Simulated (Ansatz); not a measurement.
**Ligand exchange: MgHCl + AuSH → MgH(SH) + AuCl**

Gas-phase species: MgHCl `[MgH][Cl]`, singlet; AuSH `[SH][Au]`, singlet; MgH(SH), singlet; AuCl (gold monochloride), singlet. The partners trade Cl for SH: Mg–Cl and Au–SH bonds give way to Mg–SH and Au–Cl.

Shapes, held fixed at every level: PBE0-D4/def2-TZVP. Programs: Ansatz 0.2.0. The zero-point and thermal change to 298 K, harmonic and unscaled (PBE0-D4/def2-TZVP), is -1.2 kJ/mol.

```
               level                   kind  ΔH(298 K) (kJ/mol)  less CCSD(T)/def2-TZVPP
       HF/def2-TZVPP           Hartree–Fock               +67.6                    -24.0
    SPW92/def2-TZVPP                    LDA               +98.8                     +7.2
r2SCAN-D4/def2-TZVPP               meta-GGA               +96.4                     +4.8
 B3LYP-D4/def2-TZVPP          global hybrid               +90.8                     -0.8
 BHLYP-D4/def2-TZVPP          global hybrid               +84.5                     -7.1
      MP2/def2-TZVPP    perturbation theory              +105.1                    +13.5
       CCSD/def2-SVP  coupled cluster or CI               +94.0                     +2.4
  CCSD(T)/def2-TZVPP  coupled cluster or CI               +91.6                      0.0
```

The highest level, CCSD(T)/def2-TZVPP, gives ΔH(298 K) = +91.6 kJ/mol; the levels span +67.6 to +105.1. The column of differences is taken from that level and isn't an error. No measured value is set beside it here. For atoms past krypton def2 sets carry core potentials with scalar relativity. Outer-core shells of Au, Mg are correlated, in sets that cover them unevenly. Sets without diffuse functions underbind ionic bonds of s-block metals.
